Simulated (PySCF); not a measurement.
Here is a job for PySCF.
```python
from pyscf import gto, scf, dft

mol = gto.M(
    atom='''
C    -0.000000   -0.000000   -1.106358
S     0.000000    0.000000    0.414884
''',
    basis='6-31g*',
    charge=0,
    spin=0,
    verbose=3,
)

mf = dft.RKS(mol)
mf.xc = 'lda,vwn'
mf = mf.density_fit(auxbasis='def2-universal-jkfit')
mf.kernel()
mf.analyze()
```

Task: What does this run give for the dipole moment, total energy, HOMO-LUMO gap, nuclear repulsion energy?

Result: 
The dipole moment is 1.74 D. The total energy comes out as -434.4567 Eh. The HOMO-LUMO gap is 3.92 eV and the nuclear repulsion energy is 33.3944 Eh.
